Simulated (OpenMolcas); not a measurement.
**Ni3+: ligand-field states by method**

Ni3+ with 6 ligands (fluoride) in octahedral coordination (Oh) at 1.91 Å. A charge of +0.5 e stands 3.2 Å behind each ligand. Ligand basis ANO-RCC-VTZP.
```
Ni    0.0000    0.0000    0.0000
F     1.9100    0.0000    0.0000
F     0.0000    1.9100    0.0000
F    -1.9100    0.0000    0.0000
F     0.0000   -1.9100    0.0000
F     0.0000    0.0000    1.9100
F     0.0000    0.0000   -1.9100
```

```
Program             : OpenMolcas
Basis               : ANO-RCC-VTZP [6s5p3d2f1g]
Scalar Hamiltonian  : DKH2, point nucleus
Active space        : 7 electrons in 5 orbitals (3d)
State averaging     : 2S+1 = 4 even, 10 roots; 2S+1 = 2 even, 40 roots
Spin-orbit coupling : state interaction with AMFI integrals over the reference wave functions
```

I. CASSCF
II. SS-CASPT2, IPEA 0.25 Eh, imaginary shift 0.1 Eh (closed shells correlated: 3s 3p and the ligand valence shells)

Spin-free states (labels of O, the rotations of Oh) in cm-1, each column counted from its own energy of the first state listed:

| State | Degeneracy | I | II |
| --- | --- | --- | --- |
| 4T1 | 3 | 0 | 0 |
| 4T2 | 3 | 8055 | 12430 |
| 2E | 2 | 14293 | 4730 |
| 4A2 | 1 | 17573 | 25650 |
| 2T2 | 3 | 21488 | 15150 |
| 2T1 | 3 | 21812 | 14520 |
| 4T1 | 3 | 26670 | 25800 |
| 2T1 | 3 | 27695 | 17190 |
| 2A1 | 1 | 28765 | 22640 |
| 2T2 | 3 | 31500 | 25140 |
| 2T1 | 3 | 33624 | 30600 |
| 2E | 2 | 36231 | 31220 |
| 2T2 | 3 | 39827 | 34530 |
| 2T1 | 3 | 40722 | 38740 |
| 2E | 2 | 41461 | 42090 |
| 2T2 | 3 | 51123 | 38490 |
| 2T1 | 3 | 53434 | 45380 |
| 2A2 | 1 | 54383 | 44450 |
| 2T2 | 3 | 80074 | 65120 |
| 2E | 2 | 80614 | 67160 |

From I to II, I's first state of the same spin (4T2) moves from 8055 to 12430 cm-1, by about +4400 cm-1.

From I to II, I's first state of another spin (2E) moves from 14293 to 4730 cm-1, by about -9600 cm-1.

I: A least-squares ligand-field fit to the states below 45000 cm-1, each weighted by its degeneracy and with a free common offset, gives 10Dq = 9844 cm-1, B = 1315 cm-1 and C = 4947 cm-1 (C/B = 3.76), with an rms deviation of 297 cm-1. The same method and metal basis give the free ion B = 1428 cm-1 (fit to its terms below 60000 cm-1, rms deviation 19 cm-1), so the nephelauxetic ratio is β = 1315 / 1428 = 0.92; it hangs on how both fits weigh the states, and computed free-ion B values tend to be too large, so β mixes covalency with correlation.

χT at 300 K: I 3.43, II 3.34 cm3 K/mol.

Roots that are degenerate in the reference are averaged as groups; the widest CASPT2 spread within a group is 450 cm-1 (the 2-fold group of multiplicity 2 near 67200 cm-1 above the lowest state of its run, II). Shifts and gaps below about the spread of the groups concerned are not significant. Over all roots computed the reference weight is 0.65 to 0.71 in II; the roots of lowest weight are the least certain, and an intruder state may touch them. An orbital triplet at a regular site is open to Jahn-Teller coupling, which can distort the site and quench the lowest spin-orbit gaps and is left out. This shell can be high or low spin here, a state of another spin lies low, and with metal d orbitals alone active their balance is uncertain, so the ground spin may be wrong. Ligand-to-metal charge-transfer states are missing. With no ligand orbital active B as a rule stays too high, so bands that hang on it stand too high and its fall with covalency is understated. Without dynamic correlation the repulsion within the d shell is too large (B by tens of per cent), so at a given field states of lower spin stand too high (holds for I). With metal d orbitals alone and no dynamic correlation the field as a rule comes out too small, by tens of per cent, by up to half for chloride and softer ligands, and with too little covalency χT stands high (holds for I). A single d shell leaves out the double-shell effect, which counts most for late 3d ions, where the CASPT2 field can be off either way by tens of per cent (holds for II). These CASPT2 states fit no ligand-field parameters well, so their order and spin gaps are uncertain (holds for II). With one d shell and no ligand orbital active, 10Dq can be off by a tenth or more (holds for II). Free-ion shares, where given, are those of the reference states; single-state CASPT2 does not remix them (holds for II). No measured value stands beside these numbers; the geometry was imposed, not optimised, and the real ion may take another.
